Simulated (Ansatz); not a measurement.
Program: Ansatz. Geometries: PBE0-D4/def2-TZVP. ΔE: electronic, gas phase. CCSD(T)/CBS adds triple-zeta CCSD(T) − MP2 to the extrapolated MP2 energy (def2 sets, frozen cores). This one scheme is used for every species. DFT in def2-TZVPP. HSE06 is defined as in plane-wave codes. One conformer a species, not always the lowest.

`CO[SiH](O)O` → hydrogen peroxide + `CO[SiH]`  (silylene formation by 1,1-elimination)

`CO[SiH](O)O`:

Z-matrix (Å, degrees):
```
C
O 1 1.410
H 1 1.091 2 108.4
H 1 1.096 2 111.7 3 119.3
H 1 1.094 2 111.1 3 -119.3
Si 2 1.636 1 123.8 3 -168.4
O 6 1.634 2 105.6 1 174.9
O 6 1.631 2 114.3 1 -65.5
H 6 1.477 2 109.6 1 51.7
H 7 0.958 6 116.4 2 -25.2
H 8 0.959 6 117.5 2 -75.5
```

`OO`:

```xyz
4

O    -0.727    0.165   -0.141
O     0.633    0.335    0.251
H    -0.999   -0.556    0.441
H     1.093    0.057   -0.551
```

`CO[SiH]`:

Z-matrix (Å, degrees):
```
C
O 1 1.410
H 1 1.095 2 110.9
H 1 1.092 2 109.2 3 120.7
H 1 1.092 2 109.2 3 -120.7
Si 2 1.639 1 130.6 3 0.2
H 6 1.552 2 97.1 1 -0.0
```

```json
{"level": "PBE-D4", "ΔE (kcal/mol)": "167.3", "difference from CCSD(T)/CBS": "-13.5"}
{"level": "B97M-V", "ΔE (kcal/mol)": "176.2", "difference from CCSD(T)/CBS": "-4.6"}
{"level": "HSE06-D4", "ΔE (kcal/mol)": "176.4", "difference from CCSD(T)/CBS": "-4.4"}
{"level": "PBE", "ΔE (kcal/mol)": "165.6", "difference from CCSD(T)/CBS": "-15.2"}
{"level": "BLYP", "ΔE (kcal/mol)": "161.7", "difference from CCSD(T)/CBS": "-19.1"}
{"level": "RPA@PBE/def2-TZVPP", "ΔE (kcal/mol)": "166.9", "difference from CCSD(T)/CBS": "-13.9"}
{"level": "MP2/def2-SVP", "ΔE (kcal/mol)": "176.2", "difference from CCSD(T)/CBS": "-4.6"}
{"level": "CCSD(T)/def2-SVP", "ΔE (kcal/mol)": "165.7", "difference from CCSD(T)/CBS": "-15.1"}
{"level": "MP2/def2-TZVPP", "ΔE (kcal/mol)": "187.0", "difference from CCSD(T)/CBS": "6.2"}
{"level": "CCSD/CBS(def2)", "ΔE (kcal/mol)": "182.3", "difference from CCSD(T)/CBS": "1.5"}
{"level": "CCSD(T)/CBS", "ΔE (kcal/mol)": "180.8", "difference from CCSD(T)/CBS": "0"}
```

Problem. What do rigid-rotor, harmonic-oscillator terms from PBE0-D4/def2-TZVP frequencies (298.15 K, 1 bar) make of the CCSD(T)/CBS value? (Estimate.)

Solution. The calculation gave: ΔZPE = -2.6 kcal/mol, ΔH = +178.8 kcal/mol, ΔS = 150 J/(mol·K), ΔG = +168.2 kcal/mol.

Largest T1 diagnostic among the species: 0.015.

Leaving LDA and LC-ωPBE aside and taking each functional with its dispersion term where it has one, the values, not all of them listed here, spread over 21.3 kcal/mol, from revPBE-D4 to r2SCAN0-D4. LDA lies +12.6 kcal/mol from PBE without D4. From BLYP to BHLYP (50 % exact exchange), in def2-TZVPP and without D4, ΔE moves by +20.6 kcal/mol. At CCSD(T), def2-SVP lies −15.1 kcal/mol from the extrapolated value and def2-TZVPP −3.2 kcal/mol.
